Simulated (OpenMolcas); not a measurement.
# Ni6+, Pd6+, Pt6+: d4 down the group

```yaml
Program: OpenMolcas
Method: XMS-CASPT2, IPEA 0.25 Eh, imaginary shift 0.1 Eh
Basis: ANO-RCC-VTZP
Scalar_Hamiltonian: DKH2, point nucleus
Spin-orbit_coupling: RASSI with atomic mean-field integrals over the reference wave functions, term energies averaged over their components
```

Active space for each ion: 4 electrons in 10 orbitals (d d); closed shells correlated by CASPT2: Ni6+ 3s 3p; Pd6+ 4s 4p; Pt6+ 5s 5p.

Computed levels in cm-1 above 5D0:

| Level | Ni6+ | Pd6+ | Pt6+ |
| --- | --- | --- | --- |
| 5D1 | 293 | 940 | 7610 |
| 5D2 | 850 | 2390 | 13520 |
| 5D3 | 1630 | 4090 | 17720 |
| 5D4 | 2600 | 5950 | 19800 |
| 3H4 | 33140 | 22850 | 29410 |
| 3P1(1) | 33610 | 25310 | 36580 |
| 3H5 | 33840 | 25120 | 36550 |
| 3H6 | 34560 | 26760 | 39650 |
| 3F2(1) | 36150 | 26980 | 34680 |
| weight of 5D in the lowest level (%) | 99 | 94 | 57 |

Mixed levels, with the weight of the term that names them: Pd6+ 3H4 (72 %), Pt6+ 5D0 (57 %), Pt6+ 5D4 (52 %), Pt6+ 3H4 (52 %), Pt6+ 3P1(1) (70 %), Pt6+ 3H5 (74 %), Pt6+ 3H6 (68 %), Pt6+ 3F2(1) (57 %).

Measured, with the error of the calculation in %. Measured levels: Ni6+ from Corliss and Sugar, J. Phys. Chem. Ref. Data 10, 197 (1981).

| Level | Ni6+ |
| --- | --- |
| 5D1 | 279 (+5.1) |
| 5D2 | 804 (+5.8) |
| 5D3 | 1520 (+7.3) |
| 5D4 | 2392 (+8.5) |
| 3H4 | 31672 (+4.6) |
| 3P1(1) | 31836 (+5.6) |
| 3H5 | 32286 (+4.8) |
| 3H6 | 32877 (+5.1) |
| 3F2(1) | 34247 (+5.6) |

The fine-structure level 5D4 changes by a factor of 7.62 from Ni6+ to Pt6+.

Without spin-orbit coupling 3H lies 32450, 21830, 19400 cm-1 above 5D in that order; the difference to the level 3H4, of either sign, comes from spin-orbit coupling, which also lowers the zero.

CASPT2 does not keep the components of a term degenerate, so their means are used; among the terms shown or strongly mixed into the levels shown the widest spread is 760 cm-1 (5d4 1I, Pt6+). Active for correlation alone: 4d; no level in the range computed is led by a configuration that fills it, so any true level of that kind is missing (holds for Ni6+). Active for correlation alone: 5d; no level in the range computed is led by a configuration that fills it, so any true level of that kind is missing (holds for Pd6+). Active for correlation alone: 6d; no level in the range computed is led by a configuration that fills it, so any true level of that kind is missing (holds for Pt6+). The CASPT2 spread within a term exceeds the gap to the next term for 5d4 3D and 5d4 1I, so the order of their levels is uncertain (holds for Pt6+). Measured partners are found by configuration, term and J. A level has none where our copy of the source lacks it or the pairing is in doubt (some pairs that miss far off the trend of their configuration count as doubtful), and it then counts in no deviation. Levels of configurations outside the active space are missing.

A number in round brackets counts repeated terms of one configuration in the order of the reference energies.
